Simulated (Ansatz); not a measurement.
CH4GeS, SMILES `[CH2]1[S][GeH2]1` at its PBE0-D4/def2-TZVP geometry, where that method's forces vanish. The species carries charge 0 and has multiplicity 1.

```xyz
7

C    -0.7431   -0.0759   -0.6384
S    -1.2173   -0.4485    1.1069
Ge    0.8070    0.1129    0.4906
H    -0.7939   -0.9309   -1.3045
H    -1.1998    0.8226   -1.0403
H     1.2845    1.5089    0.8809
H     1.8627   -0.9892    0.5047
```

What forces (eV/Å) does ωB97M-V/def2-TZVPP give on these atoms in Ansatz? (Estimate.)

Computed: 
```
C1   0.020  0.030 -0.166
S2  -0.036 -0.023  0.093
Ge3  0.096  0.021  0.009
H4   0.003  0.091  0.067
H5   0.046 -0.096  0.038
H6  -0.039 -0.120 -0.037
H7  -0.090  0.096 -0.004
```
